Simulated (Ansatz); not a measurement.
`C/C=C\[SiH2]Cl` and `C/C=C/N` differ in one atom or group (the configuration at the double bond changes too).

Ansatz, PBE0-D4/def2-TZVP geometries, multiplicity 1. Each molecule was computed in one conformer, which needn't be the lowest.

| property | `C/C=C\[SiH2]Cl` |
| --- | --- |
| HOMO energy (PBE0/def2-TZVPP) / eV | -7.84 |
| LUMO energy (ωB97M-V/def2-TZVPP) / eV | 1.10 |
| HOMO energy (PBE/def2-TZVPP) / eV | -6.72 |
| size of the dipole moment (B3LYP/def2-TZVPP) / D | 2.18 |
| HOMO–LUMO gap (ωB97M-V/def2-TZVPP) / eV | 11.14 |
| HOMO–LUMO gap (PBE0/def2-TZVPP) / eV | 6.93 |

(1) Give the same properties after the change, and the shifts. (Estimate.)

Answers

(1) The calculation gave: 
```json
{"property": "HOMO energy (PBE0/def2-TZVPP) / eV", "`C/C=C/N`": "-5.71", "shift": "2.13"}
{"property": "LUMO energy (ωB97M-V/def2-TZVPP) / eV", "`C/C=C/N`": "2.65", "shift": "1.55"}
{"property": "HOMO energy (PBE/def2-TZVPP) / eV", "`C/C=C/N`": "-4.57", "shift": "2.15"}
{"property": "size of the dipole moment (B3LYP/def2-TZVPP) / D", "`C/C=C/N`": "1.32", "shift": "-0.86"}
{"property": "HOMO–LUMO gap (ωB97M-V/def2-TZVPP) / eV", "`C/C=C/N`": "10.57", "shift": "-0.57"}
{"property": "HOMO–LUMO gap (PBE0/def2-TZVPP) / eV", "`C/C=C/N`": "6.88", "shift": "-0.05"}
```

With PBE0 the HOMO rises by 2.13 eV and the LUMO rises by 2.07 eV, so the gap narrows by about 0.06 eV. PBE moves the HOMO by 2.15 eV and ωB97M-V by 2.12 eV. The zero-point energy changes by 20.8 kJ/mol with -3 modes. Dipoles are sizes alone; their direction can turn.

Positive LUMOs are unbound, so they and the gaps depend on the basis.

B3LYP here is the variant with VWN-RPA as its local correlation; programs differ in this.
